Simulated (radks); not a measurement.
Species: Er I. Configuration: [Xe] 4f10 5d1 6s2 6p1 (not the ground configuration).

Calculated with a radial shooting solver on a logarithmic mesh with Libxc functionals: scalar-relativistic Kohn-Sham, PBE, spin-polarised, spherical densities, finite nucleus; open shells are filled with parallel spins first (spin-orbit coupling, left out, can overturn this in heavy ions); Fermi nuclear charge, rms radius 5.2516 fm.

Energy parts (eV):
total: -356048.36
kinetic: 385950.01
electron-nucleus: -872646.61
Hartree: 138180.68
exchange-correlation: -7532.45

Orbitals (lengths in bohr, moments of r in powers of bohr):
orbital  occ.  eigenvalue (eV)      <r>
1s up       1        -57379.20  0.02037
1s down     1        -57379.19  0.02037
2s up       1        -9655.342  0.08647
2s down     1        -9655.258  0.08647
2p up       3        -8542.775  0.07672
2p down     3        -8542.709  0.07672
3s up       1        -2180.169   0.2254
3s down     1        -2178.289   0.2253
3p up       3        -1841.640   0.2246
3p down     3        -1839.761   0.2245
3d up       5        -1417.323   0.2039
3d down     5        -1415.874   0.2037
4s up       1        -446.9932   0.5070
4s down     1        -443.0642   0.5072
4p up       3        -335.2971   0.5372
4p down     3        -331.4399   0.5374
4d up       5        -185.5540   0.5792
4d down     5        -181.7651   0.5800
5s up       1         -64.1496    1.210
5s down     1         -62.0412    1.218
5p up       3         -36.7263    1.410
5p down     3         -34.9780    1.421
4f up       7         -21.2920   0.7302
4f down     3         -17.7593   0.7430
6s up       1          -6.5206    3.413
5d up       1          -5.9269    2.267
6s down     1          -5.5474    3.473
5d down     0          -4.7484    2.319
6p up       1          -2.5643    4.616
6p down     0          -1.7655    4.834

The highest occupied level is 6p up at -2.564 eV. The configuration is held as typed, so some empty levels lie below it. The electron density at the nucleus is 9.198e+05 e/bohr^3 (large components only). The spin density at the nucleus is -0.04 e/bohr^3 (1s -0.05, 2s -1.12, 3s -13.98, 4s 4.11, 5s 9.32, 6s 1.68). Summed over all electrons, <r^2> = 88.77 bohr^2, which gives a Langevin (diamagnetic) susceptibility term of -70.3 x 10^-6 cm^3/mol. The density falls to 0.001 e/bohr^3 at r = 5.33 bohr. Spin moment in Bohr magnetons: 6.
